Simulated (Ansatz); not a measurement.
Spectroscopic constants of TiN, multiplicity 2 (the spin of the measured ground state). No spin–orbit coupling. Ti is treated without relativity. The T1 diagnostic near the minimum is 0.074, so single-reference values are doubtful.

The constants come from a fifth-degree fit in 1/R (seven points, main isotopes). Runs in def2 and cc sets follow the lowest solution found near the PBE0 minimum.

Codes used: Ansatz (Gaussian basis) for Hartree–Fock, density functionals and correlated methods. Each number belongs to the level named beside it.

Problem. What bond length and harmonic frequency does PBE/def2-TZVPP give, and what D_e (from each atom's lowest state at the same level)?

Solution. r_e = 1.574 Å, ω_e = 1086 cm⁻¹, D_e = 6.11 eV.

Problem. What bond length and harmonic frequency does B3LYP/def2-TZVPP give, and what D_e (from each atom's lowest state at the same level)?

Solution. r_e = 1.553 Å, ω_e = 1145 cm⁻¹, D_e = 4.93 eV.

Problem. What bond length and harmonic frequency does wB97X-V/def2-TZVPP give, and what D_e (from each atom's lowest state at the same level)?

Solution. r_e = 1.529 Å, ω_e = 1219 cm⁻¹, D_e = 4.78 eV.

Measured for the ground state: dipole 3.56 D [compilation of Liu, Meijer and Pérez-Ríos].

Ansatz is a program for electronic structure.
